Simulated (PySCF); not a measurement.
# Heteronuclear NMR

Atom-mapped SMILES (the numbers label the heavy atoms): `[CH2:1]=[N:2][C@@H:3]1[CH2:4][C@H:5]1[NH:6][CH3:7]`; H(Xn) means a hydrogen on atom n. Ha(C1) is cis to C3; Ha(C4) is cis to N2 on the ring; Hb(C1) is trans to C3; Hb(C4) is trans to N2 on the ring.

Level of theory: GIAO PBE0/pcSseg-1 shieldings, geometry from GFN2-xTB, in PySCF (non-relativistic, isolated molecule, averaged over atoms made equivalent by symmetry, fast rotation or ring inversion, one computed conformer).

Problem. What are the 15N shifts?

Solution. 
| atoms | environment | σ (ppm) | δ (ppm) |
| --- | --- | --- | --- |
| N2 | imine nitrogen | -149.2 | -10.6 |
| N6 | amine nitrogen | 216.8 | -347.8 |

Shieldings were converted by a linear fit to measured shifts: 15N: δ = -148.07 − 0.921σ (rms 6.3 ppm, 71 shifts vs CH3NO2, solution or neat liquid). Occasional misses reach two or three times the rms, and more in compound classes unlike the fitted ones.

On a 600 MHz spectrometer 15N resonates near 60.8 MHz, so 1 ppm is 60.8 Hz.
